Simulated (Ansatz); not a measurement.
# Ligand exchange: CH3K + Ge(OH)4 → KOH + Ge(CH3)(OH)3

Species: CH3K `[CH3][K]`, singlet; Ge(OH)4, singlet; KOH `[OH][K]`, singlet; Ge(CH3)(OH)3, singlet. The partners trade CH3 for OH: K–CH3 and Ge–OH bonds give way to K–OH and Ge–CH3.

Shapes, held fixed at every level: PBE0-D4/def2-TZVP. Flexible molecules stand in one conformer, not always the lowest. Programs: Ansatz 0.2.0. The zero-point and thermal change to 298 K, harmonic and unscaled (PBE0-D4/def2-TZVP), is +5.7 kJ/mol.

```csv
level,kind,ΔH(298 K) (kJ/mol),less CCSD(T)/def2-TZVPP
HF/def2-TZVPP,Hartree–Fock,-95.7,+2.0
r2SCAN-D4/def2-TZVPP,meta-GGA,-109.8,-12.1
r2SCAN0-D4/def2-TZVPP,global hybrid,-109.0,-11.3
wB97M-V/def2-TZVPP,range-separated hybrid,-105.4,-7.7
wB97X-V/def2-TZVPP,range-separated hybrid,-112.2,-14.5
MP2/def2-SVP,perturbation theory,-93.7,+4.0
MP2/def2-TZVPP,perturbation theory,-106.4,-8.7
CCSD(T)/def2-TZVPP,coupled cluster or CI,-97.7,0.0
```

The highest level, CCSD(T)/def2-TZVPP, gives ΔH(298 K) = -97.7 kJ/mol; the levels span -112.2 to -93.7. The column of differences is taken from that level and isn't an error. No measured value is set beside it here. Relativity is left out for Ge. Outer-core shells of Ge, K are correlated, in sets that cover them unevenly.
